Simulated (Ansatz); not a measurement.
`C[B-](Cl)(Cl)[n+]1ccccc1`, relaxed with RKS PBE-D4/def2-SVP in the Gaussian-basis code of Ansatz from a rough embedded geometry. The force threshold is 0.03 eV/Å; the program also tests the step.

Charge 0, multiplicity 1.

Start:

```xyz
18

C    -0.256    2.328    1.112
B    -1.206    1.022    0.777
Cl   -1.907    0.418    2.367
Cl   -2.713    1.556   -0.177
N    -0.380   -0.071    0.058
C    -0.273   -0.098   -1.309
C     0.511   -1.042   -1.937
C     1.187   -1.990   -1.186
C     1.156   -1.999    0.189
C     0.364   -1.008    0.809
H     0.130    2.678    0.095
H     0.578    1.990    1.724
H    -0.872    3.073    1.513
H    -0.752    0.632   -1.931
H     0.603   -1.032   -3.041
H     1.815   -2.767   -1.705
H     1.674   -2.694    0.770
H     0.340   -0.997    1.874
```

Task: How much energy does the relaxation release, and in how many steps? (Best estimate.)

Result: Computed: 71.22 kJ/mol, in 5 steps, 1 of them rejected.

Task: Which bonds change most? (Best estimate.)

Result: Computed: B2–N5 from 1.547 to 1.647 Å; C1–H13 from 1.046 to 1.109 Å; N5–C10 from 1.413 to 1.353 Å; C9–H17 from 1.044 to 1.099 Å.

Task: Give the relaxed structure. (Best estimate.)

Result: The calculation gave: 
```xyz
18

C    -0.230    2.294    1.054
B    -1.239    1.068    0.816
Cl   -1.877    0.335    2.411
Cl   -2.660    1.510   -0.314
N    -0.390   -0.122    0.059
C    -0.289   -0.131   -1.291
C     0.527   -1.045   -1.959
C     1.257   -1.982   -1.214
C     1.145   -1.964    0.183
C     0.310   -1.022    0.788
H     0.170    2.696    0.098
H     0.631    2.007    1.695
H    -0.763    3.121    1.564
H    -0.912    0.616   -1.806
H     0.576   -1.020   -3.056
H     1.902   -2.719   -1.716
H     1.692   -2.680    0.813
H     0.150   -0.962    1.875
```
